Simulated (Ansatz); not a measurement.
## Redistribution: GeH(CH3)F2 + GeH3F → GeH2(CH3)F + GeH2F2

Gas-phase species: GeH(CH3)F2, singlet; GeH3F (fluorogermane) `[F][GeH3]`, singlet; GeH2(CH3)F, singlet; GeH2F2 (difluorogermane) `[F][GeH2][F]`, singlet. The partners trade F for H; both sit on Ge, so the bond types are kept.

Shapes, held fixed at every level: PBE0-D4/def2-TZVP. Programs: Ansatz 0.2.0. The zero-point and thermal change to 298 K, harmonic and unscaled (PBE0-D4/def2-TZVP), is +0.3 kJ/mol.

| level | kind | ΔH(298 K) (kJ/mol) | less CCSD(T)/def2-TZVPP |
| --- | --- | --- | --- |
| HF/def2-SVP | Hartree–Fock | +9.8 | +0.7 |
| r2SCAN-D4/def2-TZVPP | meta-GGA | +10.0 | +0.9 |
| PBE0-D4/def2-TZVPP | global hybrid | +9.7 | +0.6 |
| wB97M-V/def2-TZVPP | range-separated hybrid | +9.7 | +0.6 |
| B2PLYP/def2-TZVPP | double hybrid | +9.1 | 0.0 |
| MP2/def2-TZVPP | perturbation theory | +8.5 | -0.6 |
| CCSD/def2-SVP | coupled cluster or CI | +9.5 | +0.4 |
| CCSD(T)/def2-TZVPP | coupled cluster or CI | +9.1 | 0.0 |

The highest level, CCSD(T)/def2-TZVPP, gives ΔH(298 K) = +9.1 kJ/mol; the levels span +8.5 to +10.0. The column of differences is taken from that level and isn't an error. No measured value is set beside it here. Relativity is left out for Ge. Outer-core shells of Ge are correlated, in sets that cover them unevenly.
